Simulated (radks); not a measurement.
Task: Nd XXXIX, configuration [Ar] 3d4 (the NIST ground configuration). Method: scalar-relativistic Kohn-Sham, PBE, spin-unpolarised, spherical densities, point nucleus; computed with a radial shooting solver on a logarithmic mesh with Libxc functionals. Some entries of the table are withheld. Estimate them.

orbital  occ.  eigenvalue (eV)  <1/r> (bohr^-1)
1s          2              (1)            66.06
2s          2        -8943.549              (2)
2p          6        -8210.415            14.46
3s          2        -3203.181              (3)
3p          6        -2973.589            5.654
3d          4        -2692.143            5.397
4s          0        -1612.353            3.023
4p          0        -1521.156            2.899

Result: 
(1) 1s eigenvalue (eV): -45375.56
(2) 2s <1/r> (bohr^-1): 15.36
(3) 3s <1/r> (bohr^-1): 5.945
